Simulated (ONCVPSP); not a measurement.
**Before and after: ONCV potential for beryllium (Be)**

- Element: Be (Z = 4)
- Generator: ONCVPSP 4.0.1
- Type: optimised norm-conserving Vanderbilt (ONCV)
- Functional: LDA (Perdew-Wang 92)
- Relativity: scalar-relativistic
- Frozen core: [He]
- Valence charge: 2
- Reference configuration: 2s1.5 (charge +0.5)
- Partial waves: 2s: rc 2.05 bohr, ncon 3, nbas 8, qcut 2.8 1/bohr, 2 projectors, debl 2.5 Ha; p scattering state at 0.04 Ha: rc 1.55 bohr, ncon 4, nbas 8, qcut 6.2 1/bohr, 2 projectors, debl 0.9 Ha
- Local potential: polynomial inside 1.30 bohr (lpopt 5, dvloc0 -1 Ha)
- Core correction: none

In the p channel the program set the typed energies aside and used 0.050, 0.950 Ha.

Change: all radii scaled by about 1.14 (s 2.34, p 1.76 bohr); local potential polynomial inside 1.48 bohr (lpopt 5, dvloc0 -1 Ha).

Cutoffs: the cutoffs (Ha) at which the residual kinetic energy of the hardest occupied pseudo-wave falls to 1 and 0.1 mHa per electron; they do not see the model core or the augmentation charge, which bear on the density cutoff. Errors are all-electron minus pseudo energies relative to the spin-unpolarised reference configuration.

Predict the effect on cutoff, ghosts and configuration errors.

The potential gets softer (4.1 Ha and 39 Ha → 3.0 Ha and 13 Ha); of the 3 tests that both files solve, the error grows in 0 and shrinks in 2 by more than 15 % and 0.3 meV (median size 5.6 → 3.3 meV); neither file shows a bound ghost. A larger radius leaves more room for a smooth pseudo-wave, so fewer plane waves are needed.

```
                            quantity    base  changed
                       cutoff, loose  4.1 Ha   3.0 Ha
                       cutoff, tight   39 Ha    13 Ha
                        bound ghosts    none     none
         GHOST(+) flags under 300 eV    none     none
        tests with a reliable result  3 of 4   3 of 4
    error for 2s2, meV [ΔE -3.75 eV]    +1.1     +0.5
     error for 2s1, meV [ΔE 5.76 eV]    +5.6     +3.3
error for 2s1 2p1, meV [ΔE -0.23 eV]    +6.5     +7.4
```

Base: The cutoffs count occupied waves only; projector 2 of the s channel, the hardest unoccupied one, needs 38 Ha at the loose tolerance. Changed file: The cutoffs count occupied waves only; projector 2 of the s channel, the hardest unoccupied one, needs 41 Ha at the loose tolerance.
